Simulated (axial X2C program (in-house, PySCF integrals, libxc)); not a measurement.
**Potential curves of TiSb, 2c**

Computed with an in-house relativistic program for diatomic molecules. Two-component (2c) means X2C with spin–orbit coupling and atomic mean-field two-electron Coulomb and Gaunt terms. Basis: Sb dyall-cv3z [11s12p8d4f1g], Ti dyall-cv3z [10s10p6d4f2g] (cores contracted in-house); Gaussian nuclei, density fitting, unrestricted open shells. Masses: Sb 120.904 u, Ti 47.948 u.

State: Ω = 3/2 (⟨Sz⟩ = -0.52, ⟨Lz⟩ = 2.02 at PBE0). Energies in cm⁻¹ from the lowest point of each curve. Fits are polynomials in 1 − R0/R over 0.85 to 1.23 times the lowest point R0.

```
 R (Å)  PBE0    LDA
2.2333  5081   2584
2.3360  2013    475
2.4130   760      0
2.4900   146    183
2.5670     0    824
2.6568   253   1944
2.7467   819   3305
2.8622  1832   5224
3.0034  3297   7634
3.2088  5532  10985
```

One determinant describes the state; a PBE0 search over occupations chose it and may have missed a lower one. Density functionals use the spin component along the axis (collinear). PBE0 can misorder states that lie within some tenths of an eV, so this need not be the ground state of the molecule. The nearest other 2c determinant of the search, Ω = 5/2, lies 0.01 eV up at the distance of the search. The functionals have no current-density term, which raises determinants with orbital currents, atoms included. At some level and bond length an empty orbital lies below a filled one. The determinant is spin-polarised beyond a pure state at some levels (its spin-free form has ⟨S²⟩ too high), which makes Re and μ there less reliable.

Question: Fit the PBE0 curve near its minimum: give the equilibrium distance and the harmonic wavenumber.

Answer: At PBE0, 2c: Re = 2.557 Å, ωe ≈ 241 cm⁻¹; Be follows as 0.0751 cm⁻¹.

Question: What are Re and ωe at the LDA level?

Answer: At LDA, 2c: Re = 2.426 Å, ωe ≈ 320 cm⁻¹; Be follows as 0.0834 cm⁻¹.
